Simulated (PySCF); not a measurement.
Identify the compound

The spectra below were simulated for a compound C₇H₁₁PSi.

1H NMR (500 MHz, computed): δ 7.79 (m, 1H), 7.44 (m, 1H), 7.42 (m, 1H), 7.38 (m, 1H), 3.97 (m, 3H), 3.33 (m, 1H), 2.63 (s, 3H).

13C{1H} NMR (computed): δ 146.8 (C), 141.2 (CH), 137.6 (C), 134.4 (CH), 133.9 (CH), 132.1 (CH), 24.8 (CH3).

[PySCF: GIAO PBE0/pcSseg-1 shieldings; structure optimised with GFN2-xTB; equivalent nuclei averaged; isolated molecule; one computed conformer; non-relativistic Hamiltonian]

Shifts are taken against calculated references (same method and geometry level): 1H and 13C vs TMS.

**Question.** Which candidate is it?
A. Cc1ccpc(C)c1[SiH3]
B. CCc1ccc([SiH3])cp1
C. Cc1ccccc1P[SiH3]
D. C=Cc1cc(C)c([SiH3])[pH]1
E. Cc1ccc(P[SiH3])cc1

**Answer.** C. 

7 carbon signals for 7 carbons: no two carbons are equivalent. Carbon types of the structure: 2 × C, 4 × CH, 1 × CH3, leaving 4 H on heteroatoms. δC 146.8, 137.6: substituted aromatic carbon. δC 141.2, 134.4, 133.9, 132.1: aromatic CH. δC 24.8: methyl carbon on an aromatic ring; a saturated carbon with 1 carbon neighbour and no heteroatom attached. δH 7.79, 7.44, 7.42, 7.38: hydrogen on an aromatic CH; the ring current deshields protons in the ring plane. δH 2.63: hydrogen on a methyl carbon on an aromatic ring; benzylic-type position, deshielded by the ring.

The others: CCc1ccc([SiH3])cp1 would give 6 signals for carbon-bound and other non-exchanging H, not 7; C=Cc1cc(C)c([SiH3])[pH]1 has carbons computed at 168.6, 167.9, 147.7, 141.6, 129.8, 124.2, 22.9, with a different DEPT pattern; Cc1ccc(P[SiH3])cc1 would give 5 carbon signals, not 7; Cc1ccpc(C)c1[SiH3] would give 5 signals for carbon-bound and other non-exchanging H, not 7.

Splittings by 31P in the carbon and heteronuclear signals aren't shown, as no couplings were computed. Shifts are as computed. Against solution values, carbons near 30 ppm lie about +3 ppm off and those near 130 ppm about +5 ppm. Of 1211 compounds with measured shifts, 218 miss one by over three times the rms of a fit or turn the order of signals round; such compounds aren't used in these exercises. No couplings were computed; multiplicities are counted from neighbouring protons, with m where these are inequivalent, close in shift, in a saturated or five-membered ring or joined by F or P, and br s for small geminal =CH2 splittings.
